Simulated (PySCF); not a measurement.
wavenumber (cm⁻¹), absorption (km/mol per cm⁻¹) and a bar:
```
        0      0.002 
       16      0.002 
       32      0.002 
       47      0.003 
       63      0.003 
       79      0.004 
       95      0.005 
      110      0.007 
      126      0.010 
      142      0.014 #
      158      0.023 #
      173      0.043 ##
      189      0.102 #####
      205      0.359 ####################
      221      0.396 ######################
      236      0.111 ######
      252      0.045 ##
      268      0.024 #
      284      0.015 #
      299      0.011 
      315      0.008 
      331      0.006 
      347      0.005 
      363      0.005 
      378      0.004 
      394      0.004 
      410      0.004 
      426      0.004 
      441      0.004 
      457      0.004 
      473      0.005 
      489      0.006 
      504      0.007 
      520      0.009 
      536      0.012 #
      552      0.018 #
      567      0.030 ##
      583      0.060 ###
      599      0.164 #########
      615      0.550 ##############################
      631      0.250 ##############
      646      0.080 ####
      662      0.037 ##
      678      0.022 #
      694      0.015 #
      709      0.011 #
      725      0.010 
      741      0.011 
      757      0.014 #
      772      0.029 #
      788      0.095 #####
      804      0.076 ####
      820      0.023 #
      835      0.011 
      851      0.006 
      867      0.004 
      883      0.003 
      898      0.003 
      914      0.002 
      930      0.002
```

This is the computed harmonic infrared spectrum of doublet SbO₂, Lorentzian lines of 23 cm⁻¹ full width. All numbers come from UPBE0 in PySCF with Sb def2-TZVP with ECP28, O def2-TZVP; scalar-relativistic core potentials, no spin–orbit coupling; density-fitted integrals.

Which bands make it up, and how are they assigned?

In C2v symmetry, counting bands above 1 % of the strongest: 213 cm⁻¹ (a1, bend, 20 km/mol); 617 cm⁻¹ (b2, stretch, 21 km/mol); 795 cm⁻¹ (a1, stretch, 4.4 km/mol).

This need not be the most stable arrangement of these atoms. No spin–orbit coupling is included, which matters more the heavier the element.
